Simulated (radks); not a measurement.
Rh II, configuration [Kr] 4d6.5 5s0.5 5p1 (fractional occupations, a model configuration).

Calculated with a radial shooting solver on a logarithmic mesh with Libxc functionals: scalar-relativistic Kohn-Sham, r2SCAN, spin-polarised, spherical densities, finite nucleus; open shells are filled with parallel spins first (spin-orbit coupling, left out, can overturn this in heavy ions); meta-GGA in the generalised Kohn-Sham scheme; Fermi nuclear charge, rms radius 4.4945 fm.

Energy parts (Ry):
| part | energy |
|---|---|
| total | -9568.25349 |
| kinetic | 9909.69614 |
| electron-nucleus | -23047.61903 |
| Hartree | 3846.80107 |
| exchange-correlation | -277.13167 |

Orbitals (lengths in bohr, moments of r in powers of bohr; r(max) is where P^2 peaks):
1s up: occ. 1; eigenvalue (Ry) -1697.889; <r^4> 5.378e-06; r(max) 0.02118; <r^2> 0.001439; <1/r> 47.05
1s down: occ. 1; eigenvalue (Ry) -1697.887; <r^4> 5.378e-06; r(max) 0.02118; <r^2> 0.001439; <1/r> 47.05
2s up: occ. 1; eigenvalue (Ry) -248.1399; <r^4> 0.0009696; r(max) 0.1197; <r^2> 0.02373; <1/r> 10.67
2s down: occ. 1; eigenvalue (Ry) -248.0778; <r^4> 0.0009692; r(max) 0.1197; <r^2> 0.02372; <1/r> 10.67
2p up: occ. 3; eigenvalue (Ry) -222.2946; <r^4> 0.0006961; r(max) 0.09579; <r^2> 0.01870; <1/r> 10.32
2p down: occ. 3; eigenvalue (Ry) -222.2478; <r^4> 0.0006958; r(max) 0.09578; <r^2> 0.01870; <1/r> 10.32
3s up: occ. 1; eigenvalue (Ry) -45.69494; <r^4> 0.04652; r(max) 0.3508; <r^2> 0.1738; <1/r> 3.723
3s down: occ. 1; eigenvalue (Ry) -45.67695; <r^4> 0.04647; r(max) 0.3509; <r^2> 0.1738; <1/r> 3.722
3p up: occ. 3; eigenvalue (Ry) -37.12962; <r^4> 0.05050; r(max) 0.3443; <r^2> 0.1766; <1/r> 3.540
3p down: occ. 3; eigenvalue (Ry) -37.10456; <r^4> 0.05040; r(max) 0.3444; <r^2> 0.1766; <1/r> 3.539
3d up: occ. 5; eigenvalue (Ry) -23.47862; <r^4> 0.05108; r(max) 0.2920; <r^2> 0.1640; <1/r> 3.306
3d down: occ. 5; eigenvalue (Ry) -23.42875; <r^4> 0.05087; r(max) 0.2922; <r^2> 0.1639; <1/r> 3.305
4s up: occ. 1; eigenvalue (Ry) -7.45772; <r^4> 1.777; r(max) 0.8836; <r^2> 1.088; <1/r> 1.395
4s down: occ. 1; eigenvalue (Ry) -7.20766; <r^4> 1.751; r(max) 0.8798; <r^2> 1.080; <1/r> 1.403
4p up: occ. 3; eigenvalue (Ry) -5.02820; <r^4> 2.743; r(max) 0.9445; <r^2> 1.322; <1/r> 1.253
4p down: occ. 3; eigenvalue (Ry) -4.76288; <r^4> 2.698; r(max) 0.9406; <r^2> 1.311; <1/r> 1.260
4d up: occ. 5; eigenvalue (Ry) -1.56097; <r^4> 11.57; r(max) 1.122; <r^2> 2.451; <1/r> 0.9334
4d down: occ. 1.5; eigenvalue (Ry) -1.27964; <r^4> 12.10; r(max) 1.118; <r^2> 2.485; <1/r> 0.9336
5s up: occ. 0.5; eigenvalue (Ry) -1.07738; <r^4> 113.1; r(max) 2.391; <r^2> 8.602; <1/r> 0.4661
5s down: occ. 0; eigenvalue (Ry) -0.82779; <r^4> 134.8; r(max) 2.454; <r^2> 9.282; <1/r> 0.4480
5p up: occ. 1; eigenvalue (Ry) -0.65141; <r^4> 262.4; r(max) 2.910; <r^2> 12.99; <1/r> 0.3737
5p down: occ. 0; eigenvalue (Ry) -0.45863; <r^4> 406.7; r(max) 3.085; <r^2> 15.76; <1/r> 0.3393

The highest occupied level is 5p up at -8.863 eV. The configuration is held as typed, so some empty levels lie below it. The spin density at the nucleus is 8.29 e/bohr^3 (1s 0.02, 2s -1.64, 3s 1.55, 4s -3.03, 5s 11.38). The density falls to 0.001 e/bohr^3 at r = 4.40 bohr. Spin moment in Bohr magnetons: 5. Summed over all electrons, <r^2> = 46.55 bohr^2, which gives a Langevin (diamagnetic) susceptibility term of -36.9 x 10^-6 cm^3/mol. The electron density at the nucleus is 1.237e+05 e/bohr^3 (large components only).
